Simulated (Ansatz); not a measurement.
Geometry optimisation, RKS B3LYP/def2-SVP (Ansatz 0.2.0).

Input file:

```yaml
crystal:
  periodic: [false, false, false]
  atoms:
    - { symbol: C, position_ang: [-0.0937, -2.6063, 1.0811] }
    - { symbol: C, position_ang: [-0.6217, -1.705, 0.1635] }
    - { symbol: "N", position_ang: [-0.1607, -0.4288, 0.0585] }
    - { symbol: C, position_ang: [-0.5844, 0.3237, -0.8382] }
    - { symbol: O, position_ang: [-0.3038, 1.586, -1.0918] }
    - { symbol: Si, position_ang: [0.8627, 2.4417, -0.2505] }
    - { symbol: H, position_ang: [0.6738, -2.2638, 1.7569] }
    - { symbol: H, position_ang: [-0.492, -3.5532, 1.136] }
    - { symbol: H, position_ang: [-1.4065, -2.0139, -0.4648] }
    - { symbol: H, position_ang: [-0.98736, 1.64805, -1.80524] }
    - { symbol: H, position_ang: [2.1809, 1.787, -0.406] }
    - { symbol: H, position_ang: [0.9678, 3.806, -0.7943] }
    - { symbol: H, position_ang: [0.4574, 2.5793, 1.1707] }
basis:
  gaussian: { orbitals: def2-SVP }
hamiltonian:
  xc: b3lyp
relax:
  f_tol: 0.02
  max_steps: 50
```

Command:

```bash
$ ansatz run input.yaml --threads 2 --pin off --max-ram 3072MiB --backend cpu --events-out ev --progress --plain --runs-dir out
```

Where does it end, and by what steps?

It converged. After 49 steps the energy has fallen by 4.263 eV; H11 moved furthest, 2.95 Å. Parted: C4–O5.

| step | energy less start (eV) | largest force component (eV/Å) | accepted |
| --- | --- | --- | --- |
| 0 | 0.0000 | 7.853 | yes |
| 2 | -2.0956 | 1.667 | yes |
| 4 | -2.4708 | 1.170 | yes |
| 6 | -2.9395 | 1.097 | yes |
| 8 | -3.4739 | 1.423 | yes |
| 10 | -3.7816 | 0.562 | yes |
| 12 | -3.8875 | 0.572 | yes |
| 14 | -3.9453 | 0.451 | yes |
| 16 | -3.9822 | 0.928 | yes |
| 18 | -4.0292 | 0.235 | yes |
| 20 | -4.0824 | 0.508 | yes |
| 22 | -4.1141 | 0.349 | yes |
| 24 | -4.1547 | 0.430 | yes |
| 26 | -4.1821 | 0.542 | yes |
| 28 | -4.2051 | 0.232 | yes |
| 30 | -4.2209 | 0.091 | yes |
| 32 | -4.2332 | 0.146 | yes |
| 34 | -4.2395 | 0.153 | yes |
| 36 | -4.2462 | 0.079 | yes |
| 38 | -4.2512 | 0.100 | yes |
| 40 | -4.2563 | 0.138 | yes |
| 42 | -4.2595 | 0.084 | yes |
| 44 | -4.2615 | 0.071 | yes |
| 46 | -4.2627 | 0.055 | yes |
| 48 | -4.2632 | 0.031 | yes |
| 49 | -4.2633 | 0.014 | yes |

```xyz
13
Properties=species:S:1:pos:R:3
C -0.616 -3.249 1.149
C -1.247 -2.453 0.278
N -0.715 -1.264 -0.179
C -0.296 -0.248 -0.592
O 0.875 2.315 -1.655
Si 1.163 3.441 -0.474
H 0.369 -2.997 1.549
H -1.089 -4.178 1.473
H -2.233 -2.693 -0.131
H 0.484 1.465 -1.378
H 1.787 4.622 -1.135
H -0.085 3.893 0.222
H 2.097 2.945 0.589
```

Whether the end is a true minimum wasn't checked by a vibrational analysis.

Run time: 3 min on 2 threads of Arm Neoverse V2, with other jobs on the host, peak memory 0.32 GiB.
